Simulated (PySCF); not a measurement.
C₄H₅ (SMILES C1[C@]2C[C@H]12), doublet, geometry from GFN2-xTB, with bond 7-2 at 2.2 times its length; B3LYP/STO-3G in PySCF.

Here is a job for PySCF.
```python
from pyscf import gto, scf, dft

mol = gto.Mole()
mol.atom = '''
    C     0.036436    1.135232    0.300912
    C     0.063321   -1.140754    0.274404
    C     0.784348    0.013059   -0.325761
    C    -0.657227   -0.002615   -0.442038
    H    -0.059110    1.197184    1.381706
    H     0.070776    2.094855   -0.195781
    H    -0.142949   -1.337310    2.648274
    H     0.120179   -2.087472   -0.244492
    H    -1.462673   -0.004000   -1.139967
'''
mol.basis = 'sto-3g'
mol.charge = 0
mol.spin = 1
mol.verbose = 4
mol.build()

mf = dft.UKS(mol)
mf.xc = 'b3lyp'
mf.kernel()
mo_i, mo_e, stable_i, stable_e = mf.stability(internal=True, external=False, return_status=True, nroots=6, tol=1e-6)
print('internally stable:', stable_i, ' externally stable:', stable_e)
if not stable_i:
    umf = mf.copy()
    umf.scf_summary = {}
    umf.kernel(umf.make_rdm1(mo_i, mf.mo_occ))
mf.analyze()
```

It wrote (shortened):

```
PySCF version 2.14.0

[INPUT] verbose = 4
[INPUT] num. atoms = 9
[INPUT] num. electrons = 29
[INPUT] charge = 0
[INPUT] spin (= nelec alpha-beta = 2S) = 1
[INPUT] symmetry False subgroup None
[INPUT] Mole.unit = angstrom
[INPUT] Symbol           X                Y                Z      unit          X                Y                Z       unit  Magmom
[INPUT]  1 C      0.036436000000   1.135232000000   0.300912000000 AA    0.068854061075   2.145277567842   0.568641267595 Bohr   0.0
[INPUT]  2 C      0.063321000000  -1.140754000000   0.274404000000 AA    0.119659347934  -2.155712635502   0.518548407485 Bohr   0.0
[INPUT]  3 C      0.784348000000   0.013059000000  -0.325761000000 AA    1.482202906350   0.024677933461  -0.615599072064 Bohr   0.0
[INPUT]  4 C     -0.657227000000  -0.002615000000  -0.442038000000 AA   -1.241979031670  -0.004941633816  -0.835330756650 Bohr   0.0
[INPUT]  5 H     -0.059110000000   1.197184000000   1.381706000000 AA   -0.111701711223   2.262349880711   2.611045924668 Bohr   0.0
[INPUT]  6 H      0.070776000000   2.094855000000  -0.195781000000 AA    0.133747256192   3.958702220676  -0.369972470393 Bohr   0.0
[INPUT]  7 H     -0.142949000000  -1.337310000000   2.648274000000 AA   -0.270134459780  -2.527149643642   5.004512562806 Bohr   0.0
[INPUT]  8 H      0.120179000000  -2.087472000000  -0.244492000000 AA    0.227105395924  -3.944750372698  -0.462022919647 Bohr   0.0
[INPUT]  9 H     -1.462673000000  -0.004000000000  -1.139967000000 AA   -2.764051379796  -0.007558904498  -2.154225421042 Bohr   0.0

nuclear repulsion = 105.47114208712
number of shells = 17
number of NR pGTOs = 75
number of NR cGTOs = 25
basis = sto-3g
ecp = {}

******** <class 'pyscf.dft.uks.UKS'> ********
method = UKS
initial guess = minao
damping factor = 0
level_shift factor = 0
DIIS = <class 'pyscf.scf.diis.CDIIS'>
diis_start_cycle = 1
diis_space = 8
diis_damp = 0
SCF conv_tol = 1e-09
SCF conv_tol_grad = None
SCF max_cycles = 50
direct_scf = True
direct_scf_tol = 1e-13
number electrons alpha = 15  beta = 14
XC library pyscf.dft.libxc version 7.1.2
    S. Lehtola, C. Steigemann, M. J. T. Oliveira, and M. A. L. Marques,  SoftwareX 7, 1–5 (2018)
XC functionals = b3lyp
    P. J. Stephens, F. J. Devlin, C. F. Chabalowski, and M. J. Frisch,  J. Phys. Chem. 98, 11623 (1994)
radial grids:
    Treutler-Ahlrichs [JCP 102, 346 (1995); DOI:10.1063/1.469408] (M4) radial grids

becke partition: Becke, JCP 88, 2547 (1988); DOI:10.1063/1.454033
pruning grids: <function nwchem_prune>
grids dens level: 3
symmetrized grids: False
atomic radii adjust function: <function treutler_atomic_radii_adjust>
small_rho_cutoff = 0
Set gradient conv threshold to 3.16228e-05
tot grids = 105512
init E= -153.837427199088

cycle= 1 E= -153.075644119385  delta_E= 0.762  |g|= 0.166  |ddm|= 2.79
cycle= 2 E= -152.862233412264  delta_E= 0.213  |g|= 0.381  |ddm|= 1.28
cycle= 3 E= -153.105085512991  delta_E= -0.243  |g|= 0.124  |ddm|= 1.11
cycle= 4 E= -153.113267767822  delta_E= -0.00818  |g|= 0.0648  |ddm|= 0.134
cycle= 5 E= -153.11394191135  delta_E= -0.000674  |g|= 0.0596  |ddm|= 0.0541
cycle= 6 E= -153.116109113387  delta_E= -0.00217  |g|= 0.0431  |ddm|= 0.0464
cycle= 7 E= -153.117344244905  delta_E= -0.00124  |g|= 0.0371  |ddm|= 0.0754
cycle= 8 E= -153.116297840375  delta_E= 0.00105  |g|= 0.0409  |ddm|= 0.0551
cycle= 9 E= -153.11674071527  delta_E= -0.000443  |g|= 0.0281  |ddm|= 0.0941
cycle= 10 E= -153.117243807809  delta_E= -0.000503  |g|= 0.0175  |ddm|= 0.0273
cycle= 11 E= -153.117587188889  delta_E= -0.000343  |g|= 0.000624  |ddm|= 0.0333
cycle= 12 E= -153.11758748267  delta_E= -2.94e-07  |g|= 0.00022  |ddm|= 0.00513
cycle= 13 E= -153.117587578783  delta_E= -9.61e-08  |g|= 6.72e-05  |ddm|= 0.00114
cycle= 14 E= -153.117587586172  delta_E= -7.39e-09  |g|= 4.74e-05  |ddm|= 0.000299
cycle= 15 E= -153.117587589091  delta_E= -2.92e-09  |g|= 1.33e-05  |ddm|= 0.000199
cycle= 16 E= -153.117587589517  delta_E= -4.26e-10  |g|= 6.71e-06  |ddm|= 8.12e-05
Extra cycle  E= -153.117587588893  delta_E= 6.24e-10  |g|= 2.54e-05  |ddm|= 6.58e-05
converged SCF energy = -153.117587588893  <S^2> = 0.75221778  2S+1 = 2.0022166
uhf_internal: lowest eigs of H = [-0.2078496   0.12562801  0.26091564  0.33167828  0.3555872   0.39428045]
<class 'pyscf.dft.uks.UKS'> wavefunction has an internal instability
internally stable: False  externally stable: None

******** <class 'pyscf.dft.uks.UKS'> ********
method = UKS
initial guess = minao
damping factor = 0
level_shift factor = 0
DIIS = <class 'pyscf.scf.diis.CDIIS'>
diis_start_cycle = 1
diis_space = 8
diis_damp = 0
SCF conv_tol = 1e-09
SCF conv_tol_grad = None
SCF max_cycles = 50
direct_scf = True
direct_scf_tol = 1e-13
number electrons alpha = 15  beta = 14
XC library pyscf.dft.libxc version 7.1.2
    S. Lehtola, C. Steigemann, M. J. T. Oliveira, and M. A. L. Marques,  SoftwareX 7, 1–5 (2018)
XC functionals = b3lyp
    P. J. Stephens, F. J. Devlin, C. F. Chabalowski, and M. J. Frisch,  J. Phys. Chem. 98, 11623 (1994)
radial grids:
    Treutler-Ahlrichs [JCP 102, 346 (1995); DOI:10.1063/1.469408] (M4) radial grids

becke partition: Becke, JCP 88, 2547 (1988); DOI:10.1063/1.454033
pruning grids: <function nwchem_prune>
grids dens level: 3
symmetrized grids: False
atomic radii adjust function: <function treutler_atomic_radii_adjust>
small_rho_cutoff = 0
Set gradient conv threshold to 3.16228e-05
init E= -153.128894002057
cycle= 1 E= -153.139853156114  delta_E= -0.011  |g|= 0.0317  |ddm|= 0.283
cycle= 2 E= -153.140513356262  delta_E= -0.00066  |g|= 0.0376  |ddm|= 0.123
cycle= 3 E= -153.141560594158  delta_E= -0.00105  |g|= 0.00545  |ddm|= 0.0586
cycle= 4 E= -153.14168767257  delta_E= -0.000127  |g|= 0.0025  |ddm|= 0.0413
cycle= 5 E= -153.14169438465  delta_E= -6.71e-06  |g|= 0.000472  |ddm|= 0.00653
cycle= 6 E= -153.141694842092  delta_E= -4.57e-07  |g|= 0.000237  |ddm|= 0.00223
cycle= 7 E= -153.141694918539  delta_E= -7.64e-08  |g|= 0.000106  |ddm|= 0.000749
cycle= 8 E= -153.141694936348  delta_E= -1.78e-08  |g|= 5.93e-05  |ddm|= 0.000363
cycle= 9 E= -153.141694945482  delta_E= -9.13e-09  |g|= 1.81e-05  |ddm|= 0.000337
cycle= 10 E= -153.141694947478  delta_E= -2e-09  |g|= 6.82e-06  |ddm|= 0.000188
cycle= 11 E= -153.141694947837  delta_E= -3.6e-10  |g|= 2.68e-06  |ddm|= 9.24e-05
Extra cycle  E= -153.141694947856  delta_E= -1.9e-11  |g|= 2.55e-06  |ddm|= 1.42e-05
converged SCF energy = -153.141694947856  <S^2> = 1.4897744  2S+1 = 2.6380102
**** SCF Summaries ****
Total Energy =                        -153.117587588893343
Nuclear Repulsion Energy =             105.471142087120469
One-electron Energy =                 -413.965658909987894
Two-electron Energy =                  155.376929233974096
Two-electron Coulomb Energy =          178.818116774624031
DFT Exchange-Correlation Energy =      -23.441187540649942
**** MO energy ****
                             alpha | beta                alpha | beta
MO #1   energy= -10.0510535476178  | -10.0501339356608  occ= 1 | 1
MO #2   energy= -10.0480011746127  | -10.0472393905148  occ= 1 | 1
MO #3   energy= -10.0318185810102  | -10.0251005822159  occ= 1 | 1
MO #4   energy= -10.0254148583279  | -10.0177128698284  occ= 1 | 1
MO #5   energy= -0.916731361817645 | -0.90693787359209  occ= 1 | 1
MO #6   energy= -0.66484669776859  | -0.66044020757318  occ= 1 | 1
MO #7   energy= -0.559448151384595 | -0.552304492371868 occ= 1 | 1
MO #8   energy= -0.526062268635098 | -0.520498412239268 occ= 1 | 1
MO #9   energy= -0.457940351926658 | -0.440830355754751 occ= 1 | 1
MO #10  energy= -0.387070680136666 | -0.368051430436023 occ= 1 | 1
MO #11  energy= -0.365104839166636 | -0.348333028119882 occ= 1 | 1
MO #12  energy= -0.29643511464368  | -0.2866367233403   occ= 1 | 1
MO #13  energy= -0.280979255913534 | -0.26949548167551  occ= 1 | 1
MO #14  energy= -0.190989292845805 | -0.138673989384093 occ= 1 | 1
MO #15  energy= -0.144471250449188 | -0.0293562789263003 occ= 1 | 0
MO #16  energy= -0.00847962080664666 | 0.000543063320242121 occ= 0 | 0
MO #17  energy= 0.192406161556437  | 0.214616747962364  occ= 0 | 0
MO #18  energy= 0.30321870985283   | 0.315549600874907  occ= 0 | 0
MO #19  energy= 0.357557053918678  | 0.367800498952739  occ= 0 | 0
MO #20  energy= 0.384380151022658  | 0.388727351112547  occ= 0 | 0
MO #21  energy= 0.411798908349174  | 0.423015815516676  occ= 0 | 0
MO #22  energy= 0.46318579192654   | 0.465640855557871  occ= 0 | 0
MO #23  energy= 0.517342369803994  | 0.526557242119096  occ= 0 | 0

To work with the spin densities directly, `use mulliken_meta_spin()` only printing them here.

 ** Mulliken spin pop alpha/beta on meta-lowdin orthogonal AOs **
 ** Mulliken Spin Density (per AO)  **
spin_pop of  0 C 1s        0.00000
spin_pop of  0 C 2s       -0.00020
spin_pop of  0 C 2px       0.04788
spin_pop of  0 C 2py      -0.00370
spin_pop of  0 C 2pz       0.00006
spin_pop of  1 C 1s       -0.00000
spin_pop of  1 C 2s       -0.00670
spin_pop of  1 C 2px       0.05664
spin_pop of  1 C 2py      -0.00455
spin_pop of  1 C 2pz      -0.01718
spin_pop of  2 C 1s        0.00000
spin_pop of  2 C 2s        0.19492
spin_pop of  2 C 2px       0.33294
spin_pop of  2 C 2py       0.01707
spin_pop of  2 C 2pz       0.27709
spin_pop of  3 C 1s       -0.00000
spin_pop of  3 C 2s        0.00528
spin_pop of  3 C 2px       0.00509
spin_pop of  3 C 2py      -0.00258
spin_pop of  3 C 2pz       0.06311
spin_pop of  4 H 1s       -0.00082
spin_pop of  5 H 1s        0.00121
spin_pop of  6 H 1s        0.01896
spin_pop of  7 H 1s        0.00087
spin_pop of  8 H 1s        0.01461
 ** Mulliken Spin Density (per atom)  **
spin density of  0 C =      0.04404
spin density of  1 C =      0.02822
spin density of  2 C =      0.82202
spin density of  3 C =      0.07089
spin density of  4 H =     -0.00082
spin density of  5 H =      0.00121
spin density of  6 H =      0.01896
spin density of  7 H =      0.00087
spin density of  8 H =      0.01461
 ** Mulliken pop alpha/beta on meta-lowdin orthogonal AOs **
 ** Mulliken pop       alpha | beta **
pop of  0 C 1s        0.99980 | 0.99980
pop of  0 C 2s        0.51386 | 0.51406
pop of  0 C 2px       0.55793 | 0.51005
pop of  0 C 2py       0.47852 | 0.48222
pop of  0 C 2pz       0.51060 | 0.51054
pop of  1 C 1s        0.99984 | 0.99984
pop of  1 C 2s        0.59045 | 0.59715
pop of  1 C 2px       0.53352 | 0.47688
pop of  1 C 2py       0.46356 | 0.46811
pop of  1 C 2pz       0.45018 | 0.46736
pop of  2 C 1s        0.99985 | 0.99984
pop of  2 C 2s        0.71687 | 0.52195
pop of  2 C 2px       0.60447 | 0.27153
pop of  2 C 2py       0.48186 | 0.46479
pop of  2 C 2pz       0.61208 | 0.33499
pop of  3 C 1s        0.99981 | 0.99982
pop of  3 C 2s        0.51700 | 0.51172
pop of  3 C 2px       0.49560 | 0.49051
pop of  3 C 2py       0.48868 | 0.49127
pop of  3 C 2pz       0.55824 | 0.49514
pop of  4 H 1s        0.46940 | 0.47022
pop of  5 H 1s        0.47111 | 0.46990
pop of  6 H 1s        0.54631 | 0.52734
pop of  7 H 1s        0.47083 | 0.46996
pop of  8 H 1s        0.46961 | 0.45500
In total            15.00000 | 14.00000
 ** Mulliken atomic charges   ( Nelec_alpha | Nelec_beta ) **
charge of  0C =     -0.07740  (     3.06072      3.01668 )
charge of  1C =     -0.04691  (     3.03756      3.00934 )
charge of  2C =     -0.00824  (     3.41513      2.59311 )
charge of  3C =     -0.04778  (     3.05934      2.98845 )
charge of  4H =      0.06038  (     0.46940      0.47022 )
charge of  5H =      0.05900  (     0.47111      0.46990 )
charge of  6H =     -0.07365  (     0.54631      0.52734 )
charge of  7H =      0.05922  (     0.47083      0.46996 )
charge of  8H =      0.07539  (     0.46961      0.45500 )
Dipole moment(X, Y, Z, Debye): -0.64220,  0.65226, -1.42781
```
